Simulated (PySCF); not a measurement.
Working out the ionisation energy of Cd²⁺

Cd²⁺ [Kr] 4d10 (1S) → Cd³⁺ [Kr] 4d9 (2D). All numbers are calculated (PySCF 2.14, a scalar-relativistic core potential, in def2-TZVP with the def2 core potential (28 electrons) (6s4p3d1f, 40 functions)). Frozen: 4s2 4p6. Energies in hartree (1 hartree = 27.21139 eV):

```csv
part,Cd²⁺ (lower),Cd³⁺ (upper)
UHF,-166.041460,-164.717975
MP2 opposite-spin,-0.162763,-0.128921
MP2 same-spin,-0.096718,-0.077666
```

What does Hartree-Fock give?

(-164.717975) − (-166.041460) = 1.323485 hartree = 36.014 eV.

What do MP2 and SCS-MP2 (6/5 opposite-spin, 1/3 same-spin) give?

The opposite-spin parts differ by 0.921 eV and the same-spin parts by 0.518 eV. MP2: 36.014 + (0.921) + (0.518) = 37.453 eV. SCS-MP2: 36.014 + 1.2 × (0.921) + (0.518)/3 = 37.292 eV.

Reference: 37.468 ± 0.006 eV (measured; NIST Atomic Spectra Database, ionization energies), between the lowest levels; spin-orbit coupling is absent from the calculation.

What remains against the reference includes basis incompleteness, the frozen core and correlation beyond second order.
